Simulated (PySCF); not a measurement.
SbF4, SMILES [Sb]([F])([F])([F])[F], multiplicity 2. Coordinates come from a PBE-D3(BJ)/def2-SVP optimisation. The multiplicity is an assumed one; other spin states were not compared. The isomer is the one that the SMILES or the coordinates give; other isomers of the formula were not compared. The def2 effective core potentials stand for the cores of Sb; spin–orbit coupling is left out.

Method: PBE-D3(BJ)/def2-SVP (PySCF).

Harmonic wavenumbers (cm⁻¹): 87, 101, 173, 187, 201, 524, 544, 629, 635. Rotational constants (GHz): 3.563, 2.472, 2.232; symmetry number 2.

Question: Work out the zero-point energy and the ideal-gas rigid-rotor harmonic-oscillator thermochemistry at 298.15 K and 1 atm.

Answer: ZPE = ½ Σ hcν = ½ × 3082 cm⁻¹ = 18.43 kJ/mol. H − E(el) = 38.65 kJ/mol. Entropy in J/(mol K): translation 174.68, rotation 108.02, vibration 66.51, spin 5.76, total 354.97. G − E(el) = -67.18 kJ/mol. Cp = 90.81 J/(mol K). Modes under 150 cm⁻¹ make the vibrational entropy uncertain.
